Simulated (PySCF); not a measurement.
Isomers of C5H11B.

All values: PBE0/def2-SVPD (PySCF) at PBE0-D3(BJ)/def2-SVP geometries, gas phase, one conformer each. Core orbitals are frozen in the response; Δα² is half the sum of the squared differences of the principal polarisabilities.

Question: Rank by polarisability anisotropy Δα, lowest first.
A. `[BH2:1][CH2:2][C@H:3]([CH3:4])[CH:5]=[CH2:6]` with H–B1–C2–C3 -14° and 169°, B1–C2–C3–C4 -68°, C2–C3–C5–C6 -119°
B. `[BH2:1][C@H:2]([CH3:3])[CH2:4][CH:5]=[CH2:6]` with H–B1–C2–C3 -30° and 156°, B1–C2–C4–C5 -56°, C2–C4–C5–C6 123°
C. `[BH2:1][C@@H:2]1[CH2:3][CH2:4][C@@H:5]1[CH3:6]` with H–B1–C2–C3 -37° and 148°, B1–C2–C3–C4 -147°, C2–C3–C4–C5 14°, C3–C4–C5–C6 102°, B1–C2–C5–C4 146°
D. `[BH2:1][C@@H:2]1[CH2:3][CH2:4][C@H:5]1[CH3:6]` with H–B1–C2–C3 -32° and 151°, B1–C2–C3–C4 -148°, C2–C3–C4–C5 17°, C3–C4–C5–C6 -140°, B1–C2–C5–C4 149°
E. `[BH2:1]/[CH:2]=[C:3](\[CH3:4])[CH2:5][CH3:6]` with C2–C3–C5–C6 104°
F. `[CH3:1][BH:2][CH2:3]/[CH:4]=[CH:5]/[CH3:6]` with C1–B2–C3–C4 156°, B2–C3–C4–C5 -127°

Answer: C (2.22 Å³), D (2.59 Å³), A (3.78 Å³), B (4.07 Å³), F (5.81 Å³), E (6.13 Å³).

Question: Rank by HOMO energy, lowest first.
A. `[BH2:1]/[CH:2]=[C:3](\[CH3:4])[CH2:5][CH3:6]` with C2–C3–C5–C6 104°
B. `[BH2:1][CH2:2][C@H:3]([CH3:4])[CH:5]=[CH2:6]` with H–B1–C2–C3 -14° and 169°, B1–C2–C3–C4 -68°, C2–C3–C5–C6 -119°
C. `[BH2:1][C@@H:2]1[CH2:3][CH2:4][C@@H:5]1[CH3:6]` with H–B1–C2–C3 -37° and 148°, B1–C2–C3–C4 -147°, C2–C3–C4–C5 14°, C3–C4–C5–C6 102°, B1–C2–C5–C4 146°
D. `[CH3:1][BH:2][CH2:3]/[CH:4]=[CH:5]\[CH3:6]` with C1–B2–C3–C4 159°, B2–C3–C4–C5 100°

Answer: C (-8.07 eV), A (-7.59 eV), B (-7.42 eV), D (-6.71 eV).

Question: Rank by mean static polarisability, lowest first.
A. `[BH2:1][CH2:2][C@H:3]([CH3:4])[CH:5]=[CH2:6]` with H–B1–C2–C3 -14° and 169°, B1–C2–C3–C4 -68°, C2–C3–C5–C6 -119°
B. `[BH2:1][C@@H:2]1[CH2:3][CH2:4][C@@H:5]1[CH3:6]` with H–B1–C2–C3 -37° and 148°, B1–C2–C3–C4 -147°, C2–C3–C4–C5 14°, C3–C4–C5–C6 102°, B1–C2–C5–C4 146°
C. `[BH2:1]/[CH:2]=[C:3](\[CH3:4])[CH2:5][CH3:6]` with C2–C3–C5–C6 104°

Answer: B (10.83 Å³), A (11.55 Å³), C (12.05 Å³).

All values together:

```csv
SMILES,μ (D),HOMO (eV),LUMO (eV),α (Å³),Δα (Å³)
B[C@@H]1CC[C@@H]1C,0.83,-8.07,-1.23,10.83,2.22
CBC/C=C\C,0.65,-6.71,-0.75,11.66,5.08
BC[C@H](C)C=C,0.40,-7.42,-1.31,11.55,3.78
B[C@@H]1CC[C@H]1C,0.76,-8.08,-1.28,10.96,2.59
B[C@H](C)CC=C,0.79,-7.36,-1.28,11.47,4.07
CBC/C=C/C,0.53,-6.68,-0.65,11.84,5.81
B/C=C(\C)CC,2.47,-7.59,-1.80,12.05,6.13
```

Conformers: `[BH2:1][C@@H:2]1[CH2:3][CH2:4][C@@H:5]1[CH3:6]` with H–B1–C2–C3 -37° and 148°, B1–C2–C3–C4 -147°, C2–C3–C4–C5 14°, C3–C4–C5–C6 102°, B1–C2–C5–C4 146°; `[CH3:1][BH:2][CH2:3]/[CH:4]=[CH:5]\[CH3:6]` with C1–B2–C3–C4 159°, B2–C3–C4–C5 100°; `[BH2:1][CH2:2][C@H:3]([CH3:4])[CH:5]=[CH2:6]` with H–B1–C2–C3 -14° and 169°, B1–C2–C3–C4 -68°, C2–C3–C5–C6 -119°; `[BH2:1][C@@H:2]1[CH2:3][CH2:4][C@H:5]1[CH3:6]` with H–B1–C2–C3 -32° and 151°, B1–C2–C3–C4 -148°, C2–C3–C4–C5 17°, C3–C4–C5–C6 -140°, B1–C2–C5–C4 149°; `[BH2:1][C@H:2]([CH3:3])[CH2:4][CH:5]=[CH2:6]` with H–B1–C2–C3 -30° and 156°, B1–C2–C4–C5 -56°, C2–C4–C5–C6 123°; `[CH3:1][BH:2][CH2:3]/[CH:4]=[CH:5]/[CH3:6]` with C1–B2–C3–C4 156°, B2–C3–C4–C5 -127°; `[BH2:1]/[CH:2]=[C:3](\[CH3:4])[CH2:5][CH3:6]` with C2–C3–C5–C6 104°.
